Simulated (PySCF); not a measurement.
**SnH₂ at several levels of theory**

All levels use the PBE0 minimum (singlet; Sn–H 1.774 Å (×2); H–Sn–H 90.4°), basis [Sn x2c-TZVPall, H x2c-TZVPall], spin-free X2C, density fitting, no spin–orbit coupling, PySCF. For vertical energies the ionised species is a doublet (spins chosen at PBE0 and kept) and the electron-attached one a doublet. Open shells are unrestricted.

```csv
level,vertical IP (eV),vertical EA (eV),−ε(HOMO) (eV),gap (eV),dipole (D)
PBE0,8.93,1.02,6.62,3.65,0.71
HF,8.06,0.55,8.73,8.64,0.67
PBE,8.91,0.95,5.66,1.90,0.75
B3LYP,9.07,0.97,6.49,3.25,0.85
r2SCAN,8.92,1.15,5.90,2.30,0.71
TPSSh,8.92,0.98,6.15,2.83,0.77
revPBE,8.84,0.90,5.61,1.96,0.78
r2SCAN0,8.93,1.18,6.79,3.89,0.70
```

Without diffuse functions attachment energies tend to come out too low.
